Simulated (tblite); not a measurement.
Species: C6H5NO2.
Z-matrix (Å and degrees, GFN2-xTB geometry), rows numbered from 1:
```
O 
C   1  1.2043
O   2  1.3395  1  122.44
C   2  1.4857  1  124.39  3  -179.98
C   4  1.3922  2  122.22  1  -179.82
C   5  1.3866  4  117.90  2  -179.97
N   6  1.3215  5  123.47  4    -0.01
C   7  1.3220  6  118.49  5    -0.02
C   8  1.3857  7  123.23  6     0.03
H   3  0.9700  2  109.94  1     0.03
H   5  1.0776  4  120.62  2     0.05
H   6  1.0821  5  121.03  4   180.00
H   8  1.0821  7  115.60  6  -179.97
H   9  1.0785  4  119.83  2    -0.04
```

All values are computed: GFN2-xTB (tblite) harmonic vibrations without scaling, gas phase. Against measured fundamentals such values can be off by several per cent, at times by over 20. One conformer, not necessarily the lowest.

Harmonic wavenumbers (cm⁻¹): 40.7, 140.5, 186.8, 323.0, 362.9, 406.5, 476.7, 605.2, 609.8, 627.3, 686.4, 718.1, 778.8, 814.8, 888.0, 917.7, 926.4, 1005.5, 1088.5, 1101.9, 1123.0, 1148.4, 1200.5, 1259.1, 1269.5, 1278.5, 1376.1, 1454.5, 1562.5, 1573.9, 1764.1, 3062.1, 3062.7, 3105.7, 3114.7, 3452.0.

A = 4078, B = 1231, C = 945.7 MHz; mass 123.032 u (most abundant isotopes); point group Cs, symmetry number 1.

**Question.** What is the zero-point energy?

**Answer.** Half the sum of the wavenumbers: 21756 cm⁻¹ = 260.27 kJ/mol.

**Question.** Entropy at 273.15 K, 1 bar (ideal gas, RRHO, classical rotation)?

**Answer.** Translation 167.05, rotation 118.59, vibration 66.01: S = 351.7 J/(mol K).

**Question.** And Cp and H(273.15 K) − H(0)?

**Answer.** Cp = 114.47 J/(mol K), of which vibrations give 81.21 (their classical limit is 36 R = 299.3); H(273.15 K) − H(0) = 18.98 kJ/mol without the zero-point energy, 9.89 from vibrations.

**Question.** Which modes carry the vibrational entropy at 273.15 K?

**Answer.** 40.7 cm⁻¹: 21.13; 140.5 cm⁻¹: 11.00; 186.8 cm⁻¹: 8.78; 323.0 cm⁻¹: 4.83; 362.9 cm⁻¹: 4.09; 406.5 cm⁻¹: 3.41 J/(mol K); the other 30 give 12.76 together.

**Question.** How do the functions run with temperature in this model?

**Answer.** 
| T (K) | S (J/(mol K)) | Cp (J/(mol K)) | H − H(0) (kJ/mol) | G − H(0) (kJ/mol) | ln q(vib) |
| --- | --- | --- | --- | --- | --- |
| 150 | 297.7 | 71.1 | 7.62 | -37.03 | 1.73 |
| 250 | 341.9 | 105.9 | 16.43 | -69.05 | 3.22 |
| 298.15 | 362.1 | 123.6 | 21.95 | -86.00 | 3.99 |
| 400 | 403.4 | 158.5 | 36.37 | -125.00 | 5.70 |
| 600 | 478.0 | 209.1 | 73.51 | -213.30 | 9.25 |
| 900 | 572.0 | 252.8 | 143.48 | -371.31 | 14.50 |

q(vib) and H(0) count from the zero-point level.

**Question.** Blend soft modes into free rotors: weight 1/[1 + (100 cm⁻¹/ν̃)⁴] for the oscillator and the rest for a rotor with moment μB/(μ + B), μ = h/(8π²ν), B = 10⁻⁴⁴ kg m². What vibrational entropy results?

**Answer.** 60.24 J/(mol K) in place of 66.01, which changes −T·S at 273.15 K by +1.58 kJ/mol.

Hindered rotation and anharmonicity are outside this model. Other conformers, if any are populated, would add a mixing term that is left out.
